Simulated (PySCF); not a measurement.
Species: ClH4SSi2 (doublet state).
Z-matrix (Å and degrees, GFN2-xTB geometry), rows numbered from 1:
```
Si
S   1  2.1608
Si  2  2.1415  1  103.73
Cl  3  2.0119  2  111.50  1   -68.62
H   1  1.4502  2  104.14  3   173.62
H   1  1.4570  2  108.36  3   -63.00
H   3  1.4545  2  108.45  1    50.42
H   3  1.4494  2  103.72  1   171.89
```

The hyperfine couplings belong to this conformer and change with its torsions.

Identity: `[SiH2]S[SiH2]Cl` [radical].

Computed with PySCF, UKS B3LYP, pcH-1 on Cl H S Si, non-relativistic, mean-field spin-orbit, GIAO. Geometry: GFN2-xTB, one conformer, isolated molecule. A GFN2-xTB geometry isn't a minimum of the functional, and hyperfine couplings can be far from their values at a DFT geometry, by a factor of two or more for some ions and for spin on atoms past the first row. No stability test was run, so a lower SCF solution isn't excluded.

Question: The isotropic 29Si couplings are -546.3, -18.4 MHz. Assign them to Si1; Si3.

Answer: 
| site | a_iso (MHz) | ρ(0) (bohr⁻³) | position | distance from Si1 (Å) | spin population | largest \|T\| (MHz) |
| --- | --- | --- | --- | --- | --- | --- |
| Si1 | -546.3 | +0.6155 | largest spin population | 0.00 | +0.85 | 161.3 |
| Si3 | -18.4 | +0.0207 | 2 bonds from Si1 | 3.38 | 0.00 | 2.0 |

Question: Match the computed a_iso(1H) values +70.5, -0.8 MHz (means over equivalent nuclei) with the sites H5/H6; H7/H8.

Answer: 
| site | a_iso (MHz) | ρ(0) (bohr⁻³) | position | distance from Si1 (Å) | bound to | spin population there | largest \|T\| (MHz) |
| --- | --- | --- | --- | --- | --- | --- | --- |
| H5/H6 | +70.5 | +0.0158 | 1 bond from Si1 | 1.45 | Si1 | +0.85 | 8.6 |
| H7/H8 | -0.8 | -0.0002 | 3 bonds from Si1 | 4.06 | Si3 | 0.00 | 2.3 |

ρ(0) is the spin density at the nucleus and T the dipolar tensor; a_iso includes a spin–orbit part; entries for several nuclei are means. The largest Mulliken spin populations are on Si1 (+0.85) and S2 (+0.10). No atom but Si1 exceeds +0.15. The angles at Si1 add up to 327.9°, so it is pyramidal.

Nuclei that the bonding pattern makes equivalent are averaged, as if the motion that swaps them (rotation, inversion, ring flip) were fast. The 1H value of +70.5 MHz is a mean of couplings from 49.0 to 92.0 MHz in this one geometry, not an average over conformers.
